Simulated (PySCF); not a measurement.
A structure optimised at PBE0-D3(BJ)/def2-SVP, used in a PySCF frequency run:

```xyz
11

Si     0.3893    -0.0348     0.6067
N      1.9072    -0.7890     0.3429
Cl    -0.0331     1.5462    -0.7027
C     -0.9560    -1.2984     0.3816
C     -1.9969    -1.1627    -0.4467
H      0.4313     0.5726     1.9634
H      2.7621    -0.3053     0.5957
H      2.0435    -1.3566    -0.4870
H     -0.8732    -2.2179     0.9772
H     -2.1209    -0.2635    -1.0602
H     -2.7641    -1.9384    -0.5467
```
Charge 0, spin multiplicity 1.

Task: Write its SMILES and formula.

Result: C=C[SiH](N)Cl, C2H6ClNSi

Task: What are its rotational constants (standard atomic weights)?

Result: 3.2644, 2.7868, 1.6610 GHz
